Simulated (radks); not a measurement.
Results of a calculation; reference values are marked as such.
Question: Species: Au. Configuration: [Xe] 4f14 5d10 6s1. Level of theory: Dirac Kohn-Sham, PBEsol, spin-unpolarised, spherical densities, finite nucleus; Fermi nuclear charge, rms radius 5.4371 fm (a radial shooting solver on a logarithmic mesh with Libxc functionals). Some entries of the table are withheld. Estimate them.

orbital,occ.,eigenvalue (eV),r(max) (bohr)
1s1/2,2,-80581.30,0.01042
2s1/2,2,(1),0.06041
2p1/2,2,-13629.97,0.04447
2p3/2,4,-11795.52,0.05184
3s1/2,2,-3352.875,0.1700
3p1/2,2,-3091.907,0.1586
3p3/2,4,-2687.152,0.1736
3d3/2,4,-2251.760,0.1352
3d5/2,6,-2164.729,0.1393
4s1/2,2,-727.2994,0.3833
4p1/2,2,-615.8309,0.3814
4p3/2,4,-518.6729,0.4124
4d3/2,4,-335.7933,0.4052
4d5/2,6,-317.6963,0.4148
5s1/2,2,-108.0978,0.8489
4f5/2,6,-83.1002,0.3731
4f7/2,8,-79.2878,0.3777
5p1/2,2,(2),0.8969
5p3/2,4,(3),0.9774
5d3/2,4,-7.8669,1.194
5d5/2,6,-6.3369,1.235
6s1/2,1,-5.8127,2.315

Answer: 
(1) 2s1/2 eigenvalue (eV): -14207.71
(2) 5p1/2 eigenvalue (eV): -71.8966
(3) 5p3/2 eigenvalue (eV): -55.3549
